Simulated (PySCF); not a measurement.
**Worked example: entropy of an ideal gas**

InI, SMILES [In][I] (connectivity only; charge and spin as stated), neutral, multiplicity 1.

The structure is a stationary point at PBE0-D3(BJ)/def2-TZVP. The def2 effective core potentials stand for the cores of I, In; spin–orbit coupling is left out.

PBE0-D3(BJ)/def2-TZVP in PySCF gives the harmonic wavenumbers 174 cm⁻¹ and the rotational temperature 0.0524 K. The molar mass is 241.72 g/mol, the symmetry number 1, the spin multiplicity 1.

### Question
Work out the entropy at 298.15 K and 1 atm in the rigid-rotor, harmonic-oscillator model.

### Answer

Translation (Sackur–Tetrode at 1 atm): S = R[1.5 ln M + 2.5 ln T − 1.16487] = 177.2 J/(mol K).
Rotation: q = T/(σ θ) = 5690, S = R[ln q + 1] = 80.2 J/(mol K).
Vibration: with u = 1.4388 ν/T, each mode gives R[u/(e^u − 1) − ln(1 − e^−u)]:
```csv
ν (cm⁻¹),modes,u,S (J/(mol K))
174,1,0.84,10.01
```
These are all the modes. Sum 10.0 J/(mol K).
Spin: R ln 1 = 0.0 J/(mol K).
Total 267.4 J/(mol K); the program's own thermochemistry gives 267.4. Translation makes up 66 % and vibration 4 %. Anharmonicity, hindered rotation and orbital degeneracy are left out.
